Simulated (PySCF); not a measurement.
Spin-rotation constants: `NCC#CC[SiH](O)O`, C4H9NO2Si

Geometry (Å), atoms numbered from 1 in this order:
```xyz
17

N    -3.504   -0.025    0.405
C    -2.595   -0.878   -0.354
C    -1.249   -0.331   -0.503
C    -0.192    0.233   -0.582
C     1.119    0.829   -0.683
Si    2.232    0.355    0.790
O     2.361   -1.261    0.978
O     3.710    0.899    0.410
H    -3.588    0.879   -0.048
H    -3.132    0.135    1.336
H    -2.541   -1.846    0.157
H    -3.036   -1.037   -1.344
H     1.582    0.502   -1.617
H     1.012    1.913   -0.739
H     1.756    0.947    2.040
H     1.579   -1.802    1.027
H     4.478    0.501    0.810
```

The calculation used GIAO wB97X-D/pcSseg-1 magnetisability, rotational g tensor and spin-rotation constants, non-relativistic, gas phase (PySCF). Geometry: GFN2-xTB.

Q: Give the nuclear spin-rotation constants along the inertial axes (H = +C I·J) beside the isotropic shieldings.

A: Rotational constants 4.4228, 0.6179, 0.5866 GHz. A star marks the isotopologue with that one atom substituted, in its own axes.
```
atom  isotope  Caa (kHz)  Cbb (kHz)  Ccc (kHz)  mean (kHz)  σ (ppm)
  N1      14N      0.210      0.030      0.026       0.088    220.8
  H9       1H     -0.534      0.011     -0.072      -0.198     31.0
 H10       1H     -0.407     -0.068     -0.015      -0.163     31.1
 H11       1H     -0.486      0.028     -0.059      -0.172     28.5
 H12       1H     -0.293     -0.045     -0.013      -0.117     28.4
 H13       1H     -0.479     -0.062      0.007      -0.178     30.0
 H14       1H     -0.535      0.001     -0.048      -0.194     30.3
 H15       1H     -0.351     -0.055      0.026      -0.127     26.8
 H16       1H     -0.140     -0.047     -0.073      -0.087     29.8
 H17       1H     -0.070     -0.053     -0.078      -0.067     29.9
  C2     13C*      0.747      0.111      0.088       0.315    151.4
  C3     13C*      0.298      0.197      0.211       0.235     99.4
  C4     13C*      0.413      0.182      0.203       0.266    101.9
  C5     13C*      0.540      0.080      0.074       0.232    179.1
 Si6    29Si*     -2.641     -0.369     -0.357      -1.123    375.6
  O7     17O*     -0.331     -0.057     -0.044      -0.144    297.5
```
For the geometry as given, no vibrational averaging.

Q: How do the rotational constants and the g tensor change when H9, H10, H11, H12, H13, H14, H15, H16, H17 are replaced by deuterium?

A: Constants 3.6393, 0.5597, 0.5324 GHz; g -0.0138, -0.0058, -0.0044, against -0.0169, -0.0064, -0.0049 before.
